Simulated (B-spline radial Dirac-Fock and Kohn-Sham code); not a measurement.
## K-line shifts caused by a second vacancy in Xe³⁴⁺

System: Xe³⁴⁺, 1s2 2s2 2p6 3s2 3p6 3d2.

Input file task.json (cfg lists n, l and occupation; rrms is the nuclear radius in fm):

```json
{"items": [{
  "Z": 54,
  "q": 34,
  "cfg": [[1, 0, 2], [2, 0, 2], [2, 1, 6], [3, 0, 2], [3, 1, 6], [3, 2, 2]],
  "A": 132,
  "rrms": 4.7859,
  "do": ["binding", "quiet", "double"]
}]}
```

Run with: `python xray_run.py task.json out`

The computed values come from a radial B-spline solver: multi-electron Dirac-Fock with separately optimised hole states, Breit and Lamb-shift corrections added in first order. Each two-hole energy is an average over J within one jj subconfiguration, not an observable level; in light atoms, where LS coupling holds, the j-resolved values are not observed lines, and for a K spectator the Kα1 hypersatellite is nearly forbidden. Electron correlation is not included.

Lines without a spectator: Kα2 (K-L2) 29496.8 eV, Kα1 (K-L3) 29822.5 eV, Kβ3 (K-M2) 33871.9 eV, Kβ1 (K-M3) 33947.2 eV. Shifts in eV with one spectator hole (a dash: not computed, or left out as unreliable):

```
spectator hole     Kα2     Kα1     Kβ3     Kβ1
        K (1s)  +638.2  +662.7  +826.7  +832.9
    L2 (2p1/2)   +76.4   +96.8       –  +207.1
    L3 (2p3/2)   +72.3   +73.7  +180.7       –
    M2 (3p1/2)       –  +16.67   +39.9   +45.8
    M3 (3p3/2)  +12.43       –   +39.7   +39.4
```

With n spectator holes in 2p, averaged over the 2p shell (energies in eV):

```
n     KαLⁿ   step  hypersatellite KαʰLⁿ
0  29713.9      –               30368.4
1  29793.6  +79.7               30449.8
2  29874.8  +81.2               30532.6
3  29957.6  +82.8               30617.1
4  30041.9  +84.3               30703.0
5  30127.7  +85.8               30790.5
```
